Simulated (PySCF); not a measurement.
## In2Te at several levels of theory

All levels use the PBE0 minimum (singlet; Te–In 2.791 Å (×2); In–Te–In 106.9°), basis [Te def2-TZVP with ECP28, In def2-TZVP with ECP28], scalar-relativistic core potentials, density fitting, no spin–orbit coupling, PySCF. For vertical energies the ionised species is a doublet (spins chosen at PBE0 and kept) and the electron-attached one a doublet. Atomisation goes to high-spin ground-configuration atoms, without zero-point energy. Open shells are unrestricted, also as the reference of the correlated levels. A dash marks a value that was not computed or is not defined at that level.

```tsv
level	atomisation (kJ/mol)	vertical IP (eV)	vertical EA (eV)	−ε(HOMO) (eV)	gap (eV)	dipole (D)
PBE0	541	7.36	0.73	5.77	3.74	2.51
HF	330	6.59	0.11	7.36	7.51	2.54
MP2	559	7.51	0.57	–	–	–
PBE	561	7.32	0.76	5.01	2.38	2.35
r2SCAN	?	?	?	?	?	?
B3LYP	?	?	?	?	?	?
```

Q: Fill in the row of r2SCAN.

A: atomisation (kJ/mol) 550, vertical IP (eV) 7.40, vertical EA (eV) 0.84, −ε(HOMO) (eV) 5.23, gap (eV) 2.72, dipole (D) 2.39.

Q: Fill in the row of B3LYP.

A: atomisation (kJ/mol) 523, vertical IP (eV) 7.40, vertical EA (eV) 0.73, −ε(HOMO) (eV) 5.61, gap (eV) 3.39, dipole (D) 2.51.

Without diffuse functions attachment energies tend to come out too low.
